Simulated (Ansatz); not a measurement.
H5O2Si2, SMILES `O[SiH][SiH2]O` radical, relaxed with UKS PBE0-D4/def2-TZVP in Ansatz from a GFN2-xTB geometry. The force threshold is 0.005 eV/Å; the program also tests the step.

The species carries charge 0 and has multiplicity 2.

Start:

```xyz
9

O    -0.687    0.784    2.163
Si   -0.883   -0.228    0.893
Si    0.365    0.411   -0.898
O     0.018   -0.615   -2.123
H    -0.066    0.644    2.875
H    -0.709   -1.600    1.429
H    -0.080    1.678   -1.478
H     1.840    0.472   -0.790
H     0.203   -1.546   -2.072
```

How much energy does the relaxation release, and in how many steps? (An estimate is asked.)

Computed: 21.13 kJ/mol, in 14 steps, 2 of them rejected.

Which bonds change most? (Estimate.)

Computed: Si2–Si3 from 2.275 to 2.351 Å; O1–Si2 from 1.635 to 1.659 Å; Si3–H7 from 1.462 to 1.482 Å; Si2–H6 from 1.484 to 1.504 Å.

Give the relaxed structure. (Estimate.)

Computed: 
```xyz
9

O    -0.231    0.806    2.195
Si   -0.844   -0.107    0.952
Si    0.321    0.426   -1.019
O    -0.003   -0.712   -2.176
H    -0.418    0.518    3.090
H    -0.727   -1.569    1.285
H    -0.154    1.713   -1.581
H     1.787    0.538   -0.751
H     0.269   -1.612   -1.994
```
